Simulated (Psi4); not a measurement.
C3H10Si (SMILES C[SiH](C)C), singlet, geometry from GFN2-xTB, with bond 5-1 at 1.6 times its length. Base run: PBE0/6-31G run with Psi4 1.11.

Geometry (Å):
```xyz
14

Si     0.0423     0.1741     0.3577
C     -0.9468     1.3233    -0.7931
C      1.7600    -0.1534    -0.3942
C     -0.8871    -1.4744     0.5617
H      0.2917     1.2014     2.4681
H     -1.0821     0.8824    -1.7770
H     -1.9335     1.5311    -0.3901
H     -0.4423     2.2753    -0.9286
H      2.3509    -0.8063     0.2412
H      1.6850    -0.6271    -1.3692
H      2.3173     0.7698    -0.5220
H     -1.0211    -1.9776    -0.3920
H     -1.8727    -1.3212     0.9911
H     -0.3479    -2.1531     1.2158
```
Charge 0, spin multiplicity 1.
All else is at Psi4's defaults (density fitting, Cartesian functions).
Base energy -409.42810 Eh.

Variants of this job, named by their change:

```
change                      ΔE vs base (µEh)  SCF cycles  grid points  basis functions
--------------------------  ----------------  ----------  -----------  ---------------
base                                     0.0           8       300568               60
dft_radial_scheme = becke                0.4           8       268505               60
dft_spherical_points = 110              92.9           8       109729               60
dft_radial_points = 99                   0.3           8       394685               60
guess = sapgau                           0.0           8       300568               60
diis_max_vecs = 15                       0.0           8       300568               60
dft_spherical_points = 590              -5.3           8       586413               60
scf_type = out_of_core                  24.9           8       300568               60
puream = false                           0.0           8       300568               60
dft_radial_scheme = mura                 0.4           8       304313               60
guess = modhuckel                        0.0           8       300568               60
e_convergence = 1e-4                     0.0           8       300568               60
guess = core                             0.0          10       300568               60
```
